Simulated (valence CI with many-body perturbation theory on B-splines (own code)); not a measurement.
# E1 line list for Bi II

Calculated by configuration interaction combined with many-body perturbation theory (CI+MBPT): four valence electrons over a frozen Dirac-Fock core [Xe] 4f14 5d10, radial functions for each j: 11 s, 11 p, 10 d, 8 f, 5 g, 2 h, with the one-electron correlation potential Σ1 (screened to all orders), the two-electron term Σ2, the three-electron term Σ3, Breit, model QED; selected single and double excitations, second order for the rest, scaled by the run's own slope (own B-spline code, finite nucleus).

Against 25 measured levels this calculation errs by 185 cm⁻¹ on average and by 535 at most. These come from a selection out of the NIST Handbook of Basic Atomic Spectroscopic Data. Levels without a partner in it may be off by more. Among the levels kept, up to 480 cm⁻¹ of a level comes from second order outside the variational space, and about a tenth of that is noise between levels of different J, which matters for small intervals.

Lines 301 to 350 of 500 in falling wavelength, among levels below 15.462 eV, chosen from the strongest by gf and those to the six lowest levels. Wavelengths and rates use the calculated energies, so an error of 200 cm⁻¹ moves a line at 473.6 nm by 0.95 % and its rate by three times that or more. Electric multipoles are in the length gauge, E1 and E2 with the static RPA response of the core. Weak lines are less certain than strong ones. Lines between different terms over intervals too small for the method are left out, as are lines whose strength nearly cancels. Where a level lies close to another of its J and parity, the split of strength between their lines is uncertain. The highest levels of a list are the least certain.

Levels are named by their leading jj configuration (3d3/2^4 stands for four electrons in 3d with j = 3/2), which in mixed levels can hold well under half, so a name can repeat and another be missing. Letters in brackets count levels of one name in rising energy.

| λ vac (nm) | λ from measured levels | Upper | Lower | A (s⁻¹) | S (a.u.) with core polarisation | S without |
| --- | --- | --- | --- | --- | --- | --- |
| 481.1 |  | (6s^2 6p3/2 7p3/2) J=2 | (6s^2 6p3/2 7s) J=2 | 3.97e+07 | 1.09e+01 | 1.11e+01 |
| 477.5 |  | (6s^2 6p3/2 6d5/2) J=3 | (6s^2 6p1/2 7p3/2) J=2 | 4.03e+06 | 1.52e+00 | 1.54e+00 |
| 473.6 | 470.7 | (6s^2 6p1/2 7d3/2) J=2 | (6s^2 6p1/2 7p1/2) J=1 | 1.18e+08 | 3.10e+01 | 3.12e+01 |
| 470.4 |  | (6s^2 6p3/2 6d5/2) J=1 | (6s^2 6p1/2 7p1/2) J=0 | 3.08e+07 | 4.74e+00 | 4.76e+00 |
| 454.2 |  | (6s^2 6p1/2 7f7/2) J=3 | (6s^2 6p3/2 6d5/2) J=2 [a] | 4.75e+06 | 1.54e+00 | 1.57e+00 |
| 443.4 |  | (6s^2 6p3/2 7p3/2) J=0 | (6s^2 6p3/2 7s) J=1 | 6.19e+07 | 2.66e+00 | 2.76e+00 |
| 440.9 |  | (6s^2 6p1/2 7d3/2) J=1 | (6s^2 6p1/2 7p1/2) J=1 | 2.32e+07 | 2.94e+00 | 2.97e+00 |
| 437.5 | 434.2 | (5f7/2 6s^2 6p1/2) J=3 | (6s^2 6p1/2 6d5/2) J=3 | 1.71e+07 | 4.96e+00 | 5.03e+00 |
| 434.2 | 431.1 | (5f5/2 6s^2 6p1/2) J=3 | (6s^2 6p1/2 6d5/2) J=3 | 5.32e+06 | 1.51e+00 | 1.54e+00 |
| 433.8 |  | (5f5/2 6s^2 6p1/2) J=2 | (6s^2 6p1/2 6d5/2) J=2 | 7.54e+06 | 1.52e+00 | 1.55e+00 |
| 431.8 | 430.3 | (5f7/2 6s^2 6p1/2) J=3 | (6s^2 6p1/2 6d5/2) J=2 | 1.21e+08 | 3.35e+01 | 3.41e+01 |
| 429.6 | 426.1 | (5f7/2 6s^2 6p1/2) J=4 | (6s^2 6p1/2 6d5/2) J=3 | 2.27e+08 | 8.01e+01 | 8.16e+01 |
| 428.5 | 427.3 | (5f5/2 6s^2 6p1/2) J=3 | (6s^2 6p1/2 6d5/2) J=2 | 2.90e+07 | 7.88e+00 | 8.03e+00 |
| 414.5 |  | (6s^2 6p3/2 6d5/2) J=1 | (6s^2 6p1/2 7p1/2) J=1 | 8.13e+06 | 8.58e-01 | 8.51e-01 |
| 408.8 |  | (5f5/2 6s^2 6p1/2) J=2 | (6s^2 6p1/2 6d3/2) J=1 | 1.10e+08 | 1.85e+01 | 1.88e+01 |
| 393.9 | 393.3 | (6s^2 6p1/2 7s) J=1 | (6s^2 6p3/2^2) J=0 | 2.42e+04 | 2.19e-03 | 2.10e-03 |
| 392.7 |  | (6s^2 6p1/2 9s) J=1 | (6s^2 6p1/2 7p3/2) J=2 | 1.41e+07 | 1.27e+00 | 1.27e+00 |
| 387.1 |  | (6s^2 6p3/2 7p1/2) J=2 | (6s^2 6p1/2 6d3/2) J=1 | 6.29e+07 | 9.00e+00 | 9.21e+00 |
| 385.4 |  | (5f5/2 6s^2 6p1/2) J=2 | (6s^2 6p1/2 6d3/2) J=2 | 1.43e+07 | 2.02e+00 | 2.06e+00 |
| 383.7 | 381.7 | (5f7/2 6s^2 6p1/2) J=3 | (6s^2 6p1/2 6d3/2) J=2 | 2.76e+07 | 5.38e+00 | 5.50e+00 |
| 381.2 | 379.4 | (5f5/2 6s^2 6p1/2) J=3 | (6s^2 6p1/2 6d3/2) J=2 | 2.38e+08 | 4.55e+01 | 4.65e+01 |
| 379.5 | 381.2 | (6s^2 6p3/2 7p3/2) J=3 | (6s^2 6p1/2 6d5/2) J=2 | 1.01e+07 | 1.91e+00 | 1.98e+00 |
| 366.1 |  | (6s^2 6p3/2 7p1/2) J=2 | (6s^2 6p1/2 6d3/2) J=2 | 1.08e+07 | 1.31e+00 | 1.34e+00 |
| 357.6 |  | (6s^2 6p1/2 8d5/2) J=3 | (6s^2 6p1/2 7p3/2) J=2 | 4.33e+07 | 6.83e+00 | 6.96e+00 |
| 357.5 |  | (6s^2 6p1/2 8d5/2) J=2 [a] | (6s^2 6p1/2 7p3/2) J=1 | 2.91e+07 | 3.28e+00 | 3.34e+00 |
| 348.0 |  | (6s^2 6p1/2 8d5/2) J=2 [b] | (6s^2 6p1/2 7p3/2) J=2 | 8.49e+06 | 8.83e-01 | 8.94e-01 |
| 345.4 |  | (6s^2 6p1/2 8d5/2) J=2 [b] | (6s^2 6p1/2 7p3/2) J=1 | 1.04e+07 | 1.06e+00 | 1.08e+00 |
| 339.9 | 343.2 | (5f7/2 6s^2 6p1/2) J=3 | (6s 6p1/2^2 6p3/2) J=2 | 6.03e+07 | 8.17e+00 | 8.42e+00 |
| 337.1 |  | (6s^2 6p1/2 8d3/2) J=1 | (6s^2 6p1/2 7p1/2) J=0 | 2.84e+07 | 1.61e+00 | 1.63e+00 |
| 325.2 |  | (6s^2 6p1/2 8d3/2) J=2 | (6s^2 6p1/2 7p1/2) J=1 | 1.54e+07 | 1.30e+00 | 1.32e+00 |
| 309.9 |  | (6s^2 6p1/2 8d5/2) J=2 [a] | (6s^2 6p1/2 7p1/2) J=1 | 1.44e+07 | 1.06e+00 | 1.08e+00 |
| 307.4 |  | (6s^2 6p1/2 8d3/2) J=1 | (6s^2 6p1/2 7p1/2) J=1 | 1.53e+07 | 6.56e-01 | 6.67e-01 |
| 300.8 |  | (6s^2 6p1/2 8d5/2) J=2 [b] | (6s^2 6p1/2 7p1/2) J=1 | 1.06e+07 | 7.13e-01 | 7.29e-01 |
| 300.1 |  | (6s^2 6p1/2 9d5/2) J=3 | (6s^2 6p1/2 7p3/2) J=2 | 2.05e+07 | 1.91e+00 | 1.96e+00 |
| 297.9 |  | (6s^2 6p1/2 6f7/2) J=4 | (6s^2 6p1/2 6d5/2) J=3 | 5.13e+07 | 6.02e+00 | 6.32e+00 |
| 297.6 |  | (6s^2 6p1/2 9d5/2) J=2 | (6s^2 6p1/2 7p3/2) J=1 | 1.96e+07 | 1.27e+00 | 1.30e+00 |
| 295.6 |  | (6s^2 6p1/2 6f7/2) J=3 | (6s^2 6p1/2 6d5/2) J=2 | 3.42e+07 | 3.05e+00 | 3.20e+00 |
| 282.8 |  | (6s^2 6p1/2 6f5/2) J=2 | (6s^2 6p1/2 6d3/2) J=1 | 4.34e+07 | 2.42e+00 | 2.55e+00 |
| 282.2 | 280.4 | (6s^2 6p1/2 7s) J=1 | (6s^2 6p3/2^2) J=2 | 2.90e+06 | 9.65e-02 | 9.44e-02 |
| 276.6 |  | (6s^2 6p3/2 7p1/2) J=1 | (6s^2 6p1/2 7s) J=0 | 5.38e+03 | 1.69e-04 | 4.69e-05 |
| 275.8 | 274.7 | (6s^2 6p1/2 6d3/2) J=1 | (6s^2 6p3/2^2) J=0 | 3.61e+05 | 1.12e-02 | 8.30e-03 |
| 273.3 |  | (6s^2 6p1/2 6f5/2) J=3 | (6s^2 6p1/2 6d3/2) J=2 | 6.60e+07 | 4.66e+00 | 4.92e+00 |
| 268.6 |  | (6s^2 6p1/2 8p1/2) J=1 | (6s^2 6p1/2 7s) J=0 | 6.38e+04 | 1.83e-03 | 6.75e-04 |
| 266.0 |  | (6s^2 6p1/2 9d3/2) J=2 | (6s^2 6p1/2 7p1/2) J=1 | 2.15e+07 | 1.00e+00 | 1.02e+00 |
| 257.6 |  | (6s^2 6p1/2 8p3/2) J=1 | (6s^2 6p1/2 7s) J=0 | 4.43e+06 | 1.12e-01 | 1.22e-01 |
| 256.8 |  | (6s^2 6p1/2 7f7/2) J=4 | (6s^2 6p1/2 6d5/2) J=3 | 1.49e+07 | 1.12e+00 | 1.21e+00 |
| 255.0 |  | (6s^2 6p1/2 7f7/2) J=3 | (6s^2 6p1/2 6d5/2) J=2 | 8.94e+06 | 5.12e-01 | 5.51e-01 |
| 252.4 |  | (6s^2 6p3/2 7p3/2) J=1 | (6s^2 6p1/2 7s) J=0 | 1.80e+06 | 4.29e-02 | 4.80e-02 |
| 249.4 |  | (6s^2 6p1/2 6f7/2) J=3 | (6s 6p1/2^2 6p3/2) J=2 | 1.96e+07 | 1.05e+00 | 1.12e+00 |
| 245.6 |  | (6s^2 6p1/2 7f5/2) J=2 | (6s^2 6p1/2 6d3/2) J=1 | 1.45e+07 | 5.30e-01 | 5.71e-01 |
